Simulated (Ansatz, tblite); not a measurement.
Cost and result up the ladder for Zr3O6 (the lowest singlet isomer of a short search) (9 atoms). The state is a singlet with charge 0. Geometry: PBE-D4/def2-SVP.

Cartesian coordinates in Å:
```
Zr -1.4235 -1.0033 1.1774
Zr 0.2191 -0.8009 -1.4656
Zr 0.7444 1.2205 0.8903
O -0.5828 -2.1956 -0.0100
O 0.7797 2.9734 1.2010
O 1.6267 0.4356 -0.7367
O -0.0783 -0.2506 2.2556
O -1.0796 0.4161 -0.1172
O -0.2058 -0.7951 -3.1947
```

Ansatz on 4 threads of Arm Neoverse V1 on a shared host; xTB runs through tblite on one thread. Times are rough, summed over both states, and most runs start from the orbitals of an earlier one. PBE0-D4/def2-TZVP serves as the yardstick here, not as an exact answer. The other state is a triplet at its own geometry.

In the def2 sets Zr takes a core potential; there is no spin–orbit coupling. The xTB rows come from tblite. B3LYP takes the VWN-RPA correlation. Correlated methods freeze 6 core orbitals; core or outer-core shells of Zr are correlated, in sets that lack core-valence functions. The structure comes from a short search, and lower isomers may exist.

Second-order perturbation terms are unreliable where d shells bring near-degenerate states, and here MP2/def2-TZVP lies more than 0.4 eV from the median of the functionals without such a term.

Correlated methods converge slowly with the basis.

xTB has no spin-polarisation term.

| level | functions | triplet − singlet (eV) | difference from PBE0-D4/def2-TZVP (eV) |
| --- | --- | --- | --- |
| B3LYP-D4/def2-TZVP | 306 | 2.39 | -0.10 |
| r2SCAN-D4/def2-TZVP | 306 | 2.16 | -0.33 |
| GFN1-xTB | 51 | 2.77 | 0.28 |
| PBE-D4/def2-TZVP | 306 | 2.19 | -0.30 |
| PBE0-D4/def2-TZVP (with forces) | 306 | 2.49 | 0.00 |
| revPBE-D4/def2-TZVP | 306 | 2.16 | -0.33 |
| GFN2-xTB | 51 | 2.66 | 0.17 |
| MP2/def2-TZVP | 306 | 3.70 | 1.21 |

Problem. Estimate how long each takes.

Solution. GFN1-xTB 0.021 s; GFN2-xTB 0.023 s; revPBE-D4/def2-TZVP 22 s; PBE-D4/def2-TZVP 23 s; MP2/def2-TZVP 50 s; B3LYP-D4/def2-TZVP 52 s; r2SCAN-D4/def2-TZVP 53 s; PBE0-D4/def2-TZVP (with forces) 61 s. On shared hardware such times vary by a factor of up to 3.
